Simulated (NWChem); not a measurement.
## Atomisation of tin monoxide (OSn)

```
Sn
O 1 1.8384
```
Charge 0, spin multiplicity 1.

The numbers come from NWChem runs, not from measurements. Structure: optimised with PBE0/def2-SVP with def2 effective core potentials on Sn, a minimum by its harmonic frequencies.

Basis set: def2-TZVP. The atomisation energy is electronic alone: no zero-point, thermal, spin-orbit or counterpoise terms. No value is extrapolated to the basis-set limit. Free atoms are single determinants with multiplicities Sn 3, O 3. Correlated methods freeze the same cores in atoms and molecule, 5 orbitals in all.

Effective core potentials replace the inner electrons of Sn; spin-orbit coupling is left out. B3LYP has NWChem's definition, with VWN1-RPA local correlation. The stability of the SCF solutions was not checked. Open-shell Hartree-Fock references start from PBE0 orbitals.

Problem. For the atomisation energy, HF gives 38.7 kcal/mol and B3LYP gives 128.3 kcal/mol. What do PBE0, MP2, PBE give?

Solution. PBE0: 122.9 kcal/mol; MP2: 140.6 kcal/mol; PBE: 142.2 kcal/mol.
